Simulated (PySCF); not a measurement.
**Dipole response of Ni(2+) (nickel, charge +2)**

[Ar] 3d8, high-spin 3F determinant. Calculation: PySCF 2.14, in aug-cc-pVTZ-DK; the spin-free X2C one-electron Hamiltonian (Gaussian nucleus). Coupled (time-dependent) response in atomic units; α is the mean over directions.

```
 method  mean α (bohr³)  C₆ (like pair)  S(−4)
   BP86           3.471           9.865  6.646
r2SCAN0           3.074           8.674  4.570
```

S(−4) is the Cauchy moment in α(ω) = α(0) + S(−4) ω² + …

α(iu) at r2SCAN0:

```
u (hartree)  α(iu) (bohr³)
          0          3.074
     0.0500          3.062
      0.100          3.029
      0.200          2.909
      0.300          2.742
      0.500          2.380
      0.750          1.991
       1.00          1.692
       1.50          1.271
       2.00         0.9896
       3.00         0.6499
       5.00         0.3436
```

A single London oscillator, α(iu) = α/(1 + u²/ω²), gives C₆ = (3/4) ω α². Matching the computed C₆ needs ω = 4 × 8.674 / (3 × 3.074²) = 1.22 hartree.

For an ion, C₆ is the dispersion term alone; charge-induced terms of lower order in 1/R come first.
